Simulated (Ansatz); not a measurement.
Species: CH₆FSi₂, charge 0, multiplicity 2. It need not be the lowest isomer of its formula. SMILES: [SiH2]C[SiH2]F
Coordinates optimised at B3LYP-D3(BJ)/def2-TZVP (Ansatz, a first-principles code):
```xyz
10

F     -1.2960     0.9095    -1.1472
Si    -1.2900     0.0212     0.1951
C      0.2800    -0.9712     0.2645
Si     1.8859     0.0164     0.1632
H     -1.3773     0.9480     1.3440
H     -2.4861    -0.8475     0.1466
H      0.2698    -1.7220    -0.5307
H      0.2801    -1.5194     1.2161
H      3.0692    -0.8584     0.3794
H      1.8861     1.1147     1.1650
```
Charge 0, spin multiplicity 2.

Wanted: atomisation energy (electronic, to ground-state atoms); the coupled-cluster value holds the core correlation from cc-pwCVTZ, in kcal/mol. Cores are frozen in the correlated levels unless marked. Open shells are spin-unrestricted. No spin-orbit coupling. No relativistic terms. Basis-set limits of correlation are two-point, X^-3; Hartree-Fock from the larger set.

Level to compare with: CCSD(T)/CBS(aug-cc-pV(T+d)Z,aug-cc-pV(Q+d)Z) plus the core term (Ansatz), 804.6 kcal/mol. It is a level with limits of its own, and the differences hold the functionals' basis error too.

**Question.** Rank these functionals by how close they come to CCSD(T)/CBS(aug-cc-pV(T+d)Z,aug-cc-pV(Q+d)Z), closest first: CAM-B3LYP/def2-TZVPD (Ansatz); HSE06/def2-TZVPD (Ansatz); wB97X-V/def2-TZVPD (Ansatz).

**Answer.** wB97X-V/def2-TZVPD (range-separated hybrid with VV10, 804.5 kcal/mol, difference -0.1), CAM-B3LYP/def2-TZVPD (range-separated hybrid, 799.7 kcal/mol, difference -4.9), HSE06/def2-TZVPD (screened hybrid, 791.2 kcal/mol, difference -13.4)
